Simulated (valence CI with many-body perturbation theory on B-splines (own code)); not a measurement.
**Gd XXV: fill in the table**

Computed by relativistic CI+MBPT: four valence electrons over a frozen Dirac-Fock core [Kr], radial functions for each j: 9 s, 9 p, 10 d, 8 f, 5 g, 3 h, 1 i, with the one-electron correlation potential Σ1, the two-electron term Σ2, the three-electron term Σ3, Breit, model QED; selected CI, second order for the rest (own B-spline code, finite nucleus).

No measured levels were compared; by estimate terms of the open shell hold to 2 to 4 % of their energy, and close levels can change places. Only levels of the ground parity were solved; by the run's estimate the other parity begins above the list, which can be wrong where configurations are misplaced.

| Level | E (cm⁻¹) |
| --- | --- |
| (4d3/2^4) J=0 | 0.0 |
| (4d3/2^3 4d5/2) J=1 | ? |
| (4d3/2^3 4d5/2) J=2 | 63674 |
| (4d3/2^3 4d5/2) J=4 | 71301 |
| (4d3/2^3 4d5/2) J=3 | ? |
| (4d3/2^2 4d5/2^2) J=0 [a] | 106520 |
| (4d3/2^2 4d5/2^2) J=4 [a] | 111640 |
| (4d3/2^2 4d5/2^2) J=2 [a] | ? |
| (4d3/2^2 4d5/2^2) J=3 [a] | 118180 |
| (4d3/2^2 4d5/2^2) J=5 | ? |
| (4d3/2^2 4d5/2^2) J=1 | 133210 |
| (4d3/2^2 4d5/2^2) J=6 | 136180 |
| (4d3/2^2 4d5/2^2) J=4 [b] | 145520 |
| (4d3/2^2 4d5/2^2) J=3 [b] | 148020 |
| (4d3/2^2 4d5/2^2) J=2 [b] | 148160 |
| (4d3/2 4d5/2^3) J=4 [a] | ? |
| (4d3/2^2 4d5/2^2) J=2 [c] | 175910 |
| (4d3/2 4d5/2^3) J=3 [a] | 183230 |
| (4d3/2 4d5/2^3) J=5 | ? |
| (4d3/2 4d5/2^3) J=1 [a] | 194850 |

Levels are named by their leading jj configuration (3d3/2^4 stands for four electrons in 3d with j = 3/2), which in mixed levels can hold well under half, so a name can repeat and another be missing. Letters in brackets count levels of one name in rising energy.

(1) The levels stand in rising order. What does the calculation give for the missing energies?

## Answers

(1) (4d3/2^3 4d5/2) J=1 40789; (4d3/2^3 4d5/2) J=3 74479; (4d3/2^2 4d5/2^2) J=2 [a] 117970; (4d3/2^2 4d5/2^2) J=5 128250; (4d3/2 4d5/2^3) J=4 [a] 170250; (4d3/2 4d5/2^3) J=5 194170.
